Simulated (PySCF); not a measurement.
# Cl (chlorine, neutral) across methods

[Ne] 3s2 3p5, 2P determinant. Computed with PySCF 2.14 in def2-TZVPPD (6s6p4d1f, 51 functions), with the non-relativistic Hamiltonian (point nucleus). The B2PLYP total includes its PT2 part (frozen core); its orbital energies are those of the SCF part.

| method | E (hartree) | mean ε 3s β (eV) | mean ε 3p α (eV) | mean ε 3p β (eV) | Σ⟨r²⟩ (bohr²) | ⟨S²⟩ |
| --- | --- | --- | --- | --- | --- | --- |
| B2PLYP | -460.0230 | -24.179 | -11.957 | -10.900 | 27.72 | 0.755 |
| PBE0 | -459.9980 | -22.073 | -10.581 | -9.602 | 27.60 | 0.754 |
| PBEsol | -459.2697 | -19.816 | -8.990 | -8.076 | 27.80 | 0.752 |
| UHF | -459.47717 | -27.616 | -14.396 | -13.082 | 27.68 | 0.760 |
| M06 | -460.1274 | -21.950 | -10.406 | -9.342 | 27.52 | 0.753 |
| LDA | -458.6507 | -19.988 | -9.106 | -8.209 | 27.89 | 0.752 |
| MN15 | -460.0513 | -22.369 | -11.282 | -10.425 | 27.45 | 0.752 |
| PBE | -459.9594 | -19.860 | -9.027 | -8.130 | 27.79 | 0.753 |

Estimate the same row for r2SCAN.

E (hartree) = -460.1175; mean ε 3s β (eV) = -20.397; mean ε 3p α (eV) = -9.470; mean ε 3p β (eV) = -8.470; Σ⟨r²⟩ (bohr²) = 27.57; ⟨S²⟩ = 0.756.
